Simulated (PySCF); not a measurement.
CeO2: from structure and modes to constants

Method: PBE0 in PySCF with Ce def2-SVP with ECP28, O def2-SVP; scalar-relativistic core potentials, no spin–orbit coupling; density-fitted integrals.

The singlet minimum has C2v symmetry. Masses (u): Ce 139.90544, O 15.99492.

```xyz
3
charge 0 multiplicity 1, angstrom
Ce    0.0000    0.0000   -0.0940
O     1.7103    0.0000    0.4428
O    -1.7103    0.0000    0.4428
```

Harmonic wavenumbers (cm⁻¹): 77.9 (a1, ×1), 831.9 (a1, ×1), 851.9 (b2, ×1).

Task: Find the principal moments of inertia and the rotational constants. What kind of rotor is it?

Result: About the centre of mass I = 7.5027, 93.57, 101.07 u Å². With B = 16.8576/I this gives 2.247, 0.1802, 0.1668 cm⁻¹. The molecule is an asymmetric top with κ = -0.99.

Task: What is the harmonic zero-point energy?

Result: Half the sum of all 3 wavenumbers, 1762/2 = 881 cm⁻¹, which is 10.5 kJ/mol (1 cm⁻¹ = 0.0119627 kJ/mol).

Task: Find the vibrational entropy and heat capacity at 298.15 K.

Result: With u = 1.43878 ω/T, each mode gives S = R[u/(eᵘ−1) − ln(1−e⁻ᵘ)] and C = R u² eᵘ/(eᵘ−1)².
```json
{"ω (cm⁻¹)": "77.9", "u": "0.376", "S (J/(mol K))": "16.50", "C (J/(mol K))": "8.22"}
{"ω (cm⁻¹)": "831.9", "u": "4.014", "S (J/(mol K))": "0.77", "C (J/(mol K))": "2.51"}
{"ω (cm⁻¹)": "851.9", "u": "4.111", "S (J/(mol K))": "0.71", "C (J/(mol K))": "2.38"}
```
The sums over all modes are S = 18.0 and C = 13.1 J/(mol K); the softest mode gives 92 % of the entropy.

Task: Give the standard entropy (298.15 K, 1 bar) by its translational, rotational, vibrational and spin parts, and Cp.

Result: Sackur–Tetrode with M = 171.90 u gives 173.0; rotation with symmetry number 2 gives 89.2; vibration 18.0; spin R ln 1 = 0.0. The total is 280.2 J/(mol K), and Cp = 4 R + 13.1 = 46.4 J/(mol K).

Other isomers or separated fragments may lie lower.
